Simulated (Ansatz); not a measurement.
Start from `C[NH][Al]([OH])[F]` and change one atom or group to get `[OH][Al]([F])[F]`.

Ansatz, PBE0-D4/def2-TZVP geometries, multiplicity 1. Each molecule was computed in one conformer, which needn't be the lowest.

```
                                          property  `C[NH][Al]([OH])[F]`
                HOMO energy (PBE0/def2-TZVPP) / eV                 -6.90
               HOMO energy (B3LYP/def2-TZVPP) / eV                 -6.67
              HOMO–LUMO gap (PBE0/def2-TZVPP) / eV                  6.57
size of the dipole moment (ωB97M-V/def2-TZVPP) / D                  0.75
    size of the dipole moment (PBE/def2-TZVPP) / D                  0.85
             LUMO energy (ωB97M-V/def2-TZVPP) / eV                  1.24
```

**Question.** Give the same properties after the change, and the shifts. (An estimate is asked.)

**Answer.** Ansatz gave: 
| property | `[OH][Al]([F])[F]` | shift |
| --- | --- | --- |
| HOMO energy (PBE0/def2-TZVPP) / eV | -9.95 | -3.05 |
| HOMO energy (B3LYP/def2-TZVPP) / eV | -9.67 | -3.00 |
| HOMO–LUMO gap (PBE0/def2-TZVPP) / eV | 8.85 | 2.28 |
| size of the dipole moment (ωB97M-V/def2-TZVPP) / D | 1.95 | 1.20 |
| size of the dipole moment (PBE/def2-TZVPP) / D | 1.92 | 1.07 |
| LUMO energy (ωB97M-V/def2-TZVPP) / eV | 0.52 | -0.72 |

With PBE0 the HOMO falls by 3.05 eV and the LUMO falls by 0.77 eV, so the gap widens by about 2.28 eV. PBE moves the HOMO by -2.67 eV and ωB97M-V by -3.21 eV. Dipoles are sizes alone; their direction can turn.

B3LYP here is the variant with VWN-RPA as its local correlation; programs differ in this.
